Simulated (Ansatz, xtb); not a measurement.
# Isomers of CH7GeNSi in order of energy

3 gas-phase structures of CH7GeNSi, found in a search over its isomers (lower ones may exist). Each was relaxed with GFN2-xTB; where two conformers were screened, the lower at r2SCAN-D4/def2-SVP is listed:

A. a singlet given by its coordinates
B. a singlet given by its coordinates
C. `[CH3][GeH2][N]=[SiH2]`, a singlet

B (Å):

```xyz
11

C     0.2052    0.0148    0.4838
Ge    0.8950    0.9258    2.1613
N     1.5538   -0.5856    2.9789
Si    1.6263   -2.2791    2.5961
H    -0.3114    0.7120   -0.1759
H    -0.4862   -0.7877    0.7361
H     1.0311   -0.4239   -0.0748
H     1.9724   -0.3825    3.8763
H     0.2677   -2.8262    2.5111
H     2.3650   -2.9172    3.6907
H     2.3275   -2.4660    1.3226
```

Close contacts (Å): C1–Ge2 2.03, Ge2–N3 1.84, N3–Si4 1.74, C1–H5 1.09, C1–H6 1.09, C1–H7 1.09, N3–H8 1.01, Si4–H9 1.47, Si4–H10 1.47, Si4–H11 1.47.

A (Å):

```xyz
11

C     1.0977   -0.1634    0.5107
Ge    0.6678   -0.1287    3.4939
N     0.8193    0.4542    1.7911
Si    1.0968   -2.4824    3.0920
H     0.2688   -0.0135   -0.1884
H     2.0028    0.2546    0.0588
H     1.2425   -1.2318    0.6526
H     0.6831    1.4493    1.6543
H     0.1424   -3.1883    2.2177
H     2.4163   -2.8251    2.5307
H     1.0417   -3.2332    4.3581
```

Close contacts (Å): C1–N3 1.45, Ge2–N3 1.81, Ge2–Si4 2.43, C1–H5 1.09, C1–H6 1.09, C1–H7 1.09, N3–H8 1.01, Si4–H9 1.47, Si4–H10 1.47, Si4–H11 1.47.

Task: Make a reasoned guess at their ranking by r2SCAN-D4/def2-SVP single-point energy.

Result: Calculated order at r2SCAN-D4/def2-SVP: B (0.0), A (18.8), C (28.2) kcal/mol.

Energies above the lowest of each column, in kcal/mol; the last columns are at PBE0-D3(BJ)/pcseg-1 geometries and were run for some of them only (a dash: not run or not comparable):

| structure | GFN2-xTB | HF/STO-3G | r2SCAN-D4/def2-SVP | PBE0-D3(BJ)/pcseg-1 |
| --- | --- | --- | --- | --- |
| B | 0.0 | 0.0 | 0.0 | 0.0 |
| A | 21.4 | 17.8 | 18.8 | 16.6 |
| C | 28.7 | 41.0 | 28.2 | – |

Every level run on B puts it lowest or level with the lowest. Some further structures that were screened fall inside this span and aren't listed. Flexible structures stand in one conformer each, not always the lowest. Frequencies (PBE0-D3(BJ)/pcseg-1) were run for B alone.

Programs: Ansatz 0.2.0, xtb 6.7.1.
